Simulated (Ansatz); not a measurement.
Total energies of `C[SiH]([NH])F` radical.

```xyz
9

C    -1.183    0.135   -0.360
Si    0.491   -0.421    0.206
N     1.348    0.940    0.846
F     1.233   -1.137   -1.024
H    -1.099    0.876   -1.158
H    -1.734    0.583    0.469
H    -1.753   -0.716   -0.739
H     0.434   -1.414    1.309
H     2.264    1.155    0.451
```

Total charge 0; spin multiplicity 2. The structure was optimised at the PBE0-D4/def2-TZVP level. It is one conformer, not always the lowest. Basis def2-TZVPP, Ansatz 0.2.0.

RPA on PBE orbitals: Hartree–Fock energy of these orbitals -483.70322 Eh, correlation -1.19459 Eh (frozen core).

```
 functional  energy without D4 (Eh)  D4 term (kJ/mol)
LDA (SPW92)              -482.68302                 –
     r2SCAN              -485.21159              -3.5
     B97M-V              -485.21378                 –
       PBE0              -484.99771             -12.3
      B3LYP              -485.35811             -23.8
    r2SCANh              -485.20073              -3.7
      BHLYP              -485.24503             -17.5
  CAM-B3LYP              -485.27034             -12.4
    LC-ωPBE              -485.12747                 –
   PBE-QIDH              -484.88906                 –
```

Give the same for PBE, revPBE, BLYP, r2SCAN0, HSE06 (plane-wave form), ωB97X-V, ωB97M-V, B2PLYP. (An estimate is asked.)

Ansatz gave: 
```json
{"functional": "PBE", "energy without D4 (Eh)": "-484.95614", "D4 term (kJ/mol)": "-14.7"}
{"functional": "revPBE", "energy without D4 (Eh)": "-485.20109", "D4 term (kJ/mol)": "-47.0"}
{"functional": "BLYP", "energy without D4 (Eh)": "-485.27920", "D4 term (kJ/mol)": "-33.0"}
{"functional": "r2SCAN0", "energy without D4 (Eh)": "-485.18550", "D4 term (kJ/mol)": "-4.1"}
{"functional": "HSE06 (plane-wave form)", "energy without D4 (Eh)": "-484.98162", "D4 term (kJ/mol)": "-11.4"}
{"functional": "ωB97X-V", "energy without D4 (Eh)": "-485.21979", "D4 term (kJ/mol)": "–"}
{"functional": "ωB97M-V", "energy without D4 (Eh)": "-485.23859", "D4 term (kJ/mol)": "–"}
{"functional": "B2PLYP", "energy without D4 (Eh)": "-485.07697", "D4 term (kJ/mol)": "–"}
```

B3LYP takes the VWN-RPA correlation (the form of Gaussian; ORCA's B3LYP/G). HSE06 is the plane-wave form, built on full-range PBE exchange. The double hybrids freeze the cores in their second-order part.

LC-ωPBE has ω = 0.4 bohr⁻¹.
